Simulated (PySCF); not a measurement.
# C4H15NOSi2: full NMR table

- Formula: C4H15NOSi2
- SMILES: CC(C)(C)N[SiH2]O[SiH3]
- Point group of the computed structure: C1
- Degrees of unsaturation: 0
- Carbon signals: 2
- Proton signals: 4

Molfile (atoms numbered from 1):
```
C4H15NOSi2
     RDKit          3D

 23 22  0  0  0  0  0  0  0  0999 V2000
   -1.7012    0.7095    1.3376 C   0  0  0  0  0  0  0  0  0  0  0  0
   -1.2586   -0.1913    0.1757 C   0  0  0  0  0  0  0  0  0  0  0  0
   -1.9006    0.2949   -1.1206 C   0  0  0  0  0  0  0  0  0  0  0  0
   -1.6876   -1.6375    0.4520 C   0  0  0  0  0  0  0  0  0  0  0  0
    0.1851   -0.1624    0.0373 N   0  0  0  0  0  0  0  0  0  0  0  0
    1.1254    0.9800   -0.8217 Si  0  0  0  0  0  4  0  0  0  0  0  0
    2.6657    0.7136   -0.3828 O   0  0  0  0  0  0  0  0  0  0  0  0
    3.9659   -0.1465    0.0172 Si  0  0  0  0  0  4  0  0  0  0  0  0
   -1.3544    1.7254    1.1666 H   0  0  0  0  0  0  0  0  0  0  0  0
   -1.2784    0.3547    2.2752 H   0  0  0  0  0  0  0  0  0  0  0  0
   -2.7847    0.7175    1.4262 H   0  0  0  0  0  0  0  0  0  0  0  0
   -1.6394    1.3328   -1.3043 H   0  0  0  0  0  0  0  0  0  0  0  0
   -1.5484   -0.3018   -1.9567 H   0  0  0  0  0  0  0  0  0  0  0  0
   -2.9827    0.2111   -1.0578 H   0  0  0  0  0  0  0  0  0  0  0  0
   -2.7686   -1.7044    0.5436 H   0  0  0  0  0  0  0  0  0  0  0  0
   -1.3638   -2.2838   -0.3600 H   0  0  0  0  0  0  0  0  0  0  0  0
   -1.2412   -1.9963    1.3775 H   0  0  0  0  0  0  0  0  0  0  0  0
    0.6380   -0.6082    0.8227 H   0  0  0  0  0  0  0  0  0  0  0  0
    0.9340    2.3961   -0.4832 H   0  0  0  0  0  0  0  0  0  0  0  0
    1.0264    0.7364   -2.2615 H   0  0  0  0  0  0  0  0  0  0  0  0
    4.5582    0.5596    1.1520 H   0  0  0  0  0  0  0  0  0  0  0  0
    3.5651   -1.5029    0.4008 H   0  0  0  0  0  0  0  0  0  0  0  0
    4.8408   -0.1695   -1.1527 H   0  0  0  0  0  0  0  0  0  0  0  0
  1  2  1  0
  2  3  1  0
  2  4  1  0
  2  5  1  0
  5  6  1  0
  6  7  1  0
  7  8  1  0
  1  9  1  0
  1 10  1  0
  1 11  1  0
  3 12  1  0
  3 13  1  0
  3 14  1  0
  4 15  1  0
  4 16  1  0
  4 17  1  0
  5 18  1  0
  6 19  1  0
  6 20  1  0
  8 21  1  0
  8 22  1  0
  8 23  1  0
M  END
```

[PySCF 2.14.0 with density-fitted response routines: shieldings: GIAO PBE0/pcSseg-1; structure optimised with GFN2-xTB; one computed conformer; in vacuum; averaged over atoms made equivalent by symmetry, fast rotation or ring inversion; non-relativistic Hamiltonian]

Chemical shifts δ = σref − σ; TMS for 1H and 13C and 29Si; 15N vs NH3; H2O for 17O, all at this level.

```tsv
carbon	δC, type	δH (multiplicity)	HMBC from (2–3 bonds)	span of the C tensor (ppm)
C1/C3/C4	34.4, CH3	1.25 (s)	H9/H10/H11/H12/H13/H14/H15/H16/H17	51
C2	50.2, C	–	H19/H20, H9/H10/H11/H12/H13/H14/H15/H16/H17	36
```

Other nuclei:
```
      atoms  nucleus                             environment  δ (ppm)  σ (ppm)
    H19/H20       1H    hydrogen on a silicon bonded to N, O     5.44    26.27
H21/H22/H23       1H       hydrogen on a silicon bonded to O     5.12    26.59
        H18       1H  hydrogen on a nitrogen bonded to C, Si     0.11    31.61
        Si6     29Si             silicon bonded to N, O, 2 H    -40.2    389.3
        Si8     29Si                silicon bonded to O, 3 H    -47.4    396.6
         N5      15N             nitrogen bonded to C, Si, H     65.8    201.9
         O7      17O                   oxygen bonded to 2 Si     10.1    326.0
```

1. Carbon types of the structure: 1 × C, 3 × CH3, leaving 6 H on heteroatoms.
2. δC 50.2: fully substituted sp3 carbon bonded to N; deshielded by the electronegative neighbour.
3. δC 34.4: methyl carbon; aliphatic region, no heteroatom directly attached.
4. δH 5.44: hydrogen on a silicon bonded to N, O.
5. δH 5.12: hydrogen on a silicon bonded to O.
6. δH 0.11: hydrogen on a nitrogen bonded to C, Si; exchangeable, gas-phase position.

OH/NH shifts are gas-phase values; hydrogen bonding in solution moves them, usually downfield. Shifts are as computed. Against solution values, carbons near 30 ppm lie about +3 ppm off and those near 130 ppm about +5 ppm. Of 1309 compounds with measured shifts, 239 miss one by over three times the rms of a fit or turn the order of signals round; such compounds aren't used in these exercises. Experimental scales use liquid or dissolved standards, which lie at an offset from isolated NH3 (liquid NH3: subtract about 20 ppm) and H2O (liquid H2O: subtract about 36 ppm). Multiplicities follow the n + 1 count of equivalent neighbours, as no J values were calculated; m marks all less simple cases, F and P coupling included.
